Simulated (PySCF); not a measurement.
## Electronic structure of Sr⁺ (strontium, charge +1) at the UHF level

Configuration: [Kr] 5s1, 2S determinant. All numbers are calculated (PySCF 2.14, the spin-free X2C one-electron Hamiltonian (Gaussian nucleus), in Sapporo-DKH3-DZP-2012 (7s6p2d, 35 functions)).

* Total energy: -3176.983821 hartree
* One-electron energy: -4387.8392 hartree
* Hartree (Coulomb) energy: 1314.7498 hartree
* Exchange energy: -103.8944 hartree
* ⟨S²⟩: 0.7504
* ⟨L²⟩: 0.000
* Sum of ⟨r⟩: 26.44 bohr
* Sum of ⟨r²⟩: 45.18 bohr²
* Langevin diamagnetic susceptibility: -35.8 ×10⁻⁶ cm³/mol
* Time after the integrals: 0.06 s of wall time on 1 thread of Neoverse-V2 (shared host)

```
shell  electrons  mean orbital energy (hartree)  rms radius, mean of both spins (bohr)
 1s α          1                     -595.41493                                 0.0451
 1s β          1                     -595.41376                                 0.0451
 2s α          1                      -83.33025                                  0.187
 2s β          1                      -83.32859                                  0.187
 2p α          3                      -73.88508                                  0.166
 2p β          3                      -73.88457                                  0.166
 3s α          1                      -14.18125                                  0.524
 3s β          1                      -14.17791                                  0.524
 3p α          3                      -11.03221                                  0.535
 3p β          3                      -11.03103                                  0.535
 3d α          5                       -5.81587                                  0.547
 3d β          5                       -5.81505                                  0.547
 4s α          1                       -2.17458                                   1.45
 4s β          1                       -2.16517                                   1.45
 4p α          3                       -1.31936                                   1.68
 4p β          3                       -1.31536                                   1.68
 5s α          1                       -0.38467                                   4.31
```

Densities and radii are taken from the X2C orbitals without a picture-change correction, which distorts them close to the nucleus.
